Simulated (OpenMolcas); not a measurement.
C+: effect of the basis set

```yaml
Program: OpenMolcas 26.06
Method: "SS-CASPT2, IPEA 0.25 Eh, imaginary shift 0.1 Eh (closed shells correlated: 1s)"
Active_space: 3 electrons in 4 orbitals (2s 2p)
State_averaging: 2S+1 = 4 odd, 1 root; 2S+1 = 2 odd, 11 roots; 2S+1 = 4 even, 3 roots; 2S+1 = 2 even, 9 roots
Spin-orbit_coupling: state interaction with AMFI integrals over the reference wave functions, term energies averaged over their components
```

A. ANO-R1 [3s2p1d], X2C, finite nucleus; CASPT2 step about 1.6 core-seconds
B. ANO-L-VTZP [4s3p2d1f], non-relativistic, point nucleus; CASPT2 step of the order of 1.7 core-seconds
C. ANO-RCC-VTZP [4s3p2d1f], DKH2, point nucleus; CASPT2 step about 2.1 core-seconds
D. ANO-R3 [4s4p2d1f], X2C, finite nucleus; CASPT2 step about 2.2 core-seconds
E. ANO-R2 [4s4p2d1f], X2C, finite nucleus; CASPT2 step of the order of 2.7 core-seconds
F. ANO-RCC-VQZP [5s4p3d2f1g], DKH2, point nucleus; CASPT2 step roughly 3 core-seconds

Energies in cm-1 above 2s2 2p 2P* 1/2, the measured ground level; measured values from NIST Handbook of Basic Atomic Spectroscopic Data.

| Level | A | B | C | D | E | F | Measured |
| --- | --- | --- | --- | --- | --- | --- | --- |
| 2s2 2p 2P* 1/2 | 0.0 | 0.0 | 0.0 | 0.0 | 0.0 | 0.0 | 0.0 |
| 2s2 2p 2P* 3/2 | 55.1 | 55.9 | 56.9 | 56.6 | 56.6 | 57.9 | 63.4 |
| 2s 2p2 4P 1/2 | 40820 | 41130 | 41300 | 41520 | 41520 | 41600 | 43003 |
| 2s 2p2 4P 3/2 | 40840 | 41150 | 41320 | 41540 | 41540 | 41620 | 43025 |
| 2s 2p2 4P 5/2 | 40880 | 41180 | 41360 | 41570 | 41570 | 41660 | 43054 |
| 2s 2p2 2D 3/2 | 76780 | 75560 | 75050 | 75230 | 75230 | 74640 | 74933 |
| 2s 2p2 2D 5/2 | 76780 | 75560 | 75050 | 75230 | 75230 | 74640 | 74930 |
| 2s 2p2 2S 1/2 | 100160 | 98170 | 97430 | 97510 | 97510 | 96690 | 96494 |
| 2s 2p2 2P 1/2 | 115370 | 113930 | 113160 | 113090 | 113090 | 112350 | 110624 |
| 2s 2p2 2P 3/2 | 115410 | 113970 | 113200 | 113130 | 113130 | 112390 | 110666 |
| 2p3 4S* 3/2 | 141110 | 140980 | 140820 | 141020 | 141020 | 140800 | 142027 |
| 2p3 2D* 3/2 | 154710 | 153060 | 152570 | 152860 | 152830 | 152020 | 150467 |
| 2p3 2D* 5/2 | 154710 | 153060 | 152570 | 152860 | 152830 | 152020 | 150462 |
| 2p3 2P* 1/2 | 176890 | 174990 | 173920 | 174060 | 174060 | 173080 | 168730 |
| 2p3 2P* 3/2 | 176900 | 174990 | 173930 | 174060 | 174060 | 173090 | 168748 |

Deviations, from unrounded energies. A percentage is the sum of absolute deviations over the sum of measured energies, with the sign that they share, or ± where signs differ.

```tsv
Against measurement	Levels	A	B	C	D	E	F
mean absolute deviation (cm-1)	14	3500	2400	1900	2000	2000	1500
fine structure of the ground term (%)	1	-13.2	-11.8	-10.2	-10.7	-10.7	-8.7
other configurations (%)	13	±3.6	±2.5	±2.0	±2.0	±2.0	±1.6
```

F lies closest to measurement on these levels and A furthest from it. The largest miss of F in the table is 2p3 2P* 1/2, by +4400 cm-1. The ranking rests on the paired levels alone, and a cruder setting can come out closer through cancelling errors.

Among A to F the level of the table that moves most is 2p3 2P* 1/2, by 3800 cm-1 (lowest in F, highest in A). Moves below CASPT2's spread within the term are not significant.

CASPT2 breaks the degeneracy within a term, and the mean is taken; among the terms shown or strongly mixed into the levels shown the widest spread is 320 cm-1 (2s 2p2 2D, B). Computed and measured levels are paired by configuration, term and J; levels that our copy of the source lacks, or whose pairing is in doubt (as where it misses far off the trend of its configuration), stay unpaired and out of the deviations. Only configurations of the active space appear.

* marks odd parity.
